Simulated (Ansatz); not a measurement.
The cluster Li7Al, relaxed as a singlet with RKS PBE0-D4/def2-TZVP in Ansatz, starting from the GFN1-xTB geometry. Force threshold 0.02 eV/Å.

The restricted singlet is unstable towards broken spin symmetry in Hartree–Fock (as tested in another run); at PBE0-D4/def2-TZVP this wasn't settled. The structure comes from a short search, and lower isomers may exist.

Start:

Cartesian coordinates in Å:
```
Al 0.7623 -0.7690 0.5183
Li -1.3549 0.3789 -0.0652
Li 0.6349 -1.7135 0.6240
Li -1.1454 -0.5497 -1.8294
Li -0.3034 0.3563 1.8028
Li 1.4251 2.8455 1.1278
Li -0.4661 -0.3450 -1.0101
Li 0.4474 -0.2035 -1.1682
```

(1) Estimate the energy that the relaxation releases and the steps that it takes.

(2) Does the start keep its bonding?

(3) Predict the relaxed structure.

Answers

(1) 3803.2 kJ/mol, in 35 steps; 44 s on 4 threads of Arm Neoverse V2 on a shared host. No frequencies were taken in this run, so the end may be a saddle point.

(2) Bonds lost: Li2–Li3, Li3–Li5, Li3–Li7, Li3–Li8, Li5–Li7 (atoms count from 1). Bonds formed: Al1–Li6, Li2–Li6 (atoms count from 1). Metal–metal contacts that move far: Li7–Li8 0.94 to 3.04 Å, Li4–Li7 1.08 to 3.15 Å, Li4–Li8 1.76 to 3.14 Å, Li2–Li4 2.00 to 3.20 Å, Li2–Li5 2.14 to 3.06 Å.

(3) 
Cartesian coordinates in Å:
```
Al 0.7790 -0.6067 0.4094
Li -1.1552 1.1659 -0.2937
Li 2.3502 -1.0965 2.4512
Li -2.1429 0.3139 -3.2199
Li -0.7750 -0.1920 2.4189
Li 1.4784 1.7556 1.1540
Li -1.3198 -1.5744 -0.8387
Li 0.7853 0.2341 -2.0812
```
Bond lengths (bridged metal pairs left out): 6 × Al–Li 2.57 to 2.72 Å; 5 × Li–Li 2.80 to 3.06 Å.
